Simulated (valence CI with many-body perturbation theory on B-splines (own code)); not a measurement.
# Pm²⁹⁺: calculated level list

Computed by relativistic CI+MBPT: four valence electrons over a frozen Dirac-Fock core [Ar] 3d10, a basis of 11 s, 11 p, 10 d, 8 f, 5 g, 2 h functions for each j, with the one-electron correlation potential Σ1, the two-electron term Σ2, the three-electron term Σ3, Breit, model QED; selected CI, second order for the rest, scaled by the run's own slope (own B-spline code, finite nucleus).

The last digits are not significant, and no measured levels were compared; by estimate large intervals hold to a few tenths of a per cent, small ones and those within an open d or f shell to about a per cent. Among the levels kept, up to 330 cm⁻¹ of a level comes from second order outside the variational space, and about a tenth of that is noise between levels of different J, which matters for small intervals.

Levels 91 to 135 of 182, with energies above the lowest level, (4s^2 4p1/2^2) J=0. "Leading %" is the weight of the configuration and term that name the level; weights of strongly mixed levels are sums over their largest components and can fall short. In the jj column 3d3/2^4 stands for four electrons in 3d with j = 3/2. Lifetimes count E1, E2, E3, M1 and M2 decay at the calculated energies, and are blank where another channel may lead or the interval is too uncertain; long ones can be off by a factor of two.

| No. | Configuration | Term | J | E (cm⁻¹) | Leading % | Second component | Lifetime | Leading jj |
| --- | --- | --- | --- | --- | --- | --- | --- | --- |
| 91 | 4s²4d² | ³P | 0 | 2428000 | 36 | 22 % 4s²4d² ¹S | 1.25 ps | 4s^2 4d3/2^2 (58 %) |
| 92 | 4s4p²4d | ¹P | 1 | 2436100 | 33 | 32 % 4s4p²4d ³P | 1.49 ps | 4s 4p3/2^2 4d5/2 (53 %) |
| 93 | 4s²4d² | ³F | 3 | 2439200 | 61 | 16 % 4s²4p4f ³D | 1.84 ps | 4s^2 4d3/2 4d5/2 (61 %) |
| 94 | 4s²4d² | ¹G | 4 | 2448300 | 41 | 21 % 4s²4p4f ¹G | 4.58 ps | 4s^2 4d3/2 4d5/2 (29 %) |
| 95 | 4s4p²4d | ¹D | 2 | 2459500 | 41 | 18 % 4s²4d² ³P | 1.46 ps | 4s 4p3/2^2 4d5/2 (38 %) |
| 96 | 4s²4d² | ³F | 4 | 2467900 | 56 | 14 % 4s²4p4f ³G | 2.46 ps | 4s^2 4d5/2^2 (42 %) |
| 97 | 4s²4d² | ¹D | 2 | 2477000 | 23 | 16 % 4s4p²4d ¹D | 1.45 ps | 4s^2 4d3/2 4d5/2 (27 %) |
| 98 | 4s²4d² | ³P | 0 | 2482500 | 39 | 18 % 4s4p²4d ³P | 1.19 ps | 4s 4p3/2^2 4d3/2 (37 %) |
| 99 | 4s²4d² | ³P | 1 | 2492500 | 71 | 16 % 4s4p²4d ³P | 1.38 ps | 4s^2 4d3/2 4d5/2 (71 %) |
| 100 | 4p³4d | ³F° | 2 | 2509000 | 35 | 15 % 4p³4d ³D° | 10.8 ps | 4p1/2^2 4p3/2 4d3/2 (86 %) |
| 101 | 4s²4p4f | ³G | 5 | 2511400 | 95 |  | 3.52 ps | 4s^2 4p3/2 4f7/2 (95 %) |
| 102 | 4p³4d | ³F° | 3 | 2524100 | 25 | 18 % 4p³4d ³G° | 10.3 ps | 4p1/2^2 4p3/2 4d3/2 (82 %) |
| 103 | 4p³4d | ³P° | 0 | 2529300 | 48 | 32 % 4p³4d ⁵D° | 8.52 ps | 4p1/2^2 4p3/2 4d3/2 (91 %) |
| 104 | 4s²4d² | ³P | 2 | 2534300 | 50 | 18 % 4s²4d² ¹D | 1.59 ps | 4s^2 4d5/2^2 (58 %) |
| 105 | 4s²4p4f | ¹F | 3 | 2537100 | 33 | 19 % 4s²4p4f ³F | 1.49 ps | 4s^2 4p3/2 4f5/2 (58 %) |
| 106 | 4p³4d | ⁵D° | 1 | 2542100 | 35 | 26 % 4p³4d ³P° | 6.05 ps | 4p1/2^2 4p3/2 4d3/2 (89 %) |
| 107 | 4s²4p4f | ³F | 4 | 2547600 | 36 | 26 % 4s²4d² ³F | 1.53 ps | 4s^2 4p3/2 4f5/2 (32 %) |
| 108 | 4s²4p4f | ³D | 1 | 2556400 | 80 | 15 % 4s4p²4d ³D | 2.06 ps | 4s^2 4p3/2 4f5/2 (80 %) |
| 109 | 4s²4p4f | ³D | 2 | 2560500 | 54 | 16 % 4s²4p4f ³F | 1.80 ps | 4s^2 4p3/2 4f5/2 (49 %) |
| 110 | 4s²4p4f | ³D | 3 | 2565700 | 30 | 24 % 4s²4p4f ³F | 1.64 ps | 4s^2 4p3/2 4f7/2 (56 %) |
| 111 | 4p³4d | ³F° | 4 | 2576000 | 40 | 31 % 4p³4d ⁵D° | 9.88 ps | 4p1/2^2 4p3/2 4d5/2 (90 %) |
| 112 | 4p³4d | ³D° | 2 | 2598300 | 36 | 23 % 4p³4d ⁵D° | 5.59 ps | 4p1/2^2 4p3/2 4d5/2 (81 %) |
| 113 | 4s²4d² | ¹S | 0 | 2606900 | 71 | 11 % 4s4p²4d ¹S | 1.57 ps | 4s^2 4d5/2^2 (73 %) |
| 114 | 4p³4d | ³F° | 3 | 2618600 | 20 | 16 % 4p³4d ³D° | 5.74 ps | 4p1/2^2 4p3/2 4d5/2 (66 %) |
| 115 | 4s²4p4f | ¹D | 2 | 2627100 | 46 | 16 % 4s²4d² ¹D | 1.66 ps | 4s^2 4p3/2 4f7/2 (49 %) |
| 116 | 4s²4p4f | ¹G | 4 | 2629100 | 46 | 35 % 4s²4d² ¹G | 1.36 ps | 4s^2 4p3/2 4f7/2 (27 %) |
| 117 | 4p³4d | ³D° | 1 | 2676900 | 47 | 14 % 4p³4d ³P° | 4.76 ps | 4p1/2^2 4p3/2 4d5/2 (81 %) |
| 118 | 4s4p²4f | ⁵G° | 2 | 2692200 | 24 | 22 % 4s4p4d² ⁵G° | 27.1 ps | 4s 4p1/2^2 4f5/2 (42 %) |
| 119 | 4s4p²4f | ⁵G° | 3 | 2707900 | 14 | 10 % 4s4p²4f ³F° | 20.2 ps | 4s 4p1/2^2 4f5/2 (30 %) |
| 120 | 4p³4d | ⁵D° | 0 | 2732200 | 43 | 38 % 4p³4d ¹S° | 7.05 ps | 4p1/2 4p3/2^2 4d3/2 (72 %) |
| 121 | 4s4p²4f | ⁵D° | 4 | 2732400 | 20 | 15 % 4s4p²4f ³F° | 13.6 ps | 4s 4p1/2^2 4f7/2 (64 %) |
| 122 | 4p³4d | ³D° | 1 | 2733700 | 53 | 30 % 4p³4d ⁵D° | 7.08 ps | 4p1/2 4p3/2^2 4d3/2 (79 %) |
| 123 | 4p³4d | ³F° | 2 | 2734100 | 25 | 21 % 4p³4d ⁵D° | 6.72 ps | 4p1/2 4p3/2^2 4d3/2 (67 %) |
| 124 | 4s4p²4f | ⁵G° | 3 | 2746900 | 18 | 16 % 4p³4d ³F° | 6.31 ps | 4p1/2 4p3/2^2 4d3/2 (46 %) |
| 125 | 4p³4d | ³G° | 4 | 2757400 | 27 | 27 % 4p³4d ¹G° | 11.2 ps | 4p1/2 4p3/2^2 4d3/2 (68 %) |
| 126 | 4p³4d | ³D° | 3 | 2778900 | 31 | 28 % 4p³4d ⁵D° | 7.75 ps | 4p1/2 4p3/2^2 4d5/2 (73 %) |
| 127 | 4s4p4d² | ⁵G° | 2 | 2779200 | 54 | 13 % 4s4p²4f ⁵G° | 3.04 ps | 4s 4p1/2 4d3/2^2 (45 %) |
| 128 | 4s4p4d² | ⁵G° | 3 | 2789800 | 43 | 8 % 4s4p²4f ³G° | 5.53 ps | 4s 4p1/2 4d3/2^2 (34 %) |
| 129 | 4p³4d | ³F° | 4 | 2790100 | 39 | 13 % 4p³4d ⁵D° | 10.0 ps | 4p1/2 4p3/2^2 4d5/2 (60 %) |
| 130 | 4p³4d | ³G° | 5 | 2802400 | 64 | 14 % 4s4p4d² ³G° | 19.6 ps | 4p1/2 4p3/2^2 4d5/2 (64 %) |
| 131 | 4p³4d | ¹G° | 4 | 2804200 | 34 | 30 % 4p³4d ⁵D° | 7.14 ps | 4p1/2 4p3/2^2 4d5/2 (79 %) |
| 132 | 4s4p²4f | ³G° | 3 | 2808600 | 21 | 13 % 4s4p²4f ¹F° | 4.23 ps | 4s 4p1/2^2 4f7/2 (28 %) |
| 133 | 4p³4d | ³F° | 2 | 2813100 | 44 | 26 % 4p³4d ¹D° | 4.66 ps | 4p1/2 4p3/2^2 4d3/2 (75 %) |
| 134 | 4p³4d | ¹P° | 1 | 2823300 | 28 | 17 % 4p³4d ³S° | 2.48 ps | 4p1/2 4p3/2^2 4d3/2 (44 %) |
| 135 | 4s4p4d² | ⁵D° | 0 | 2832100 | 57 | 12 % 4s4p4d² ³P° | 3.56 ps | 4s 4p1/2 4d3/2^2 (52 %) |
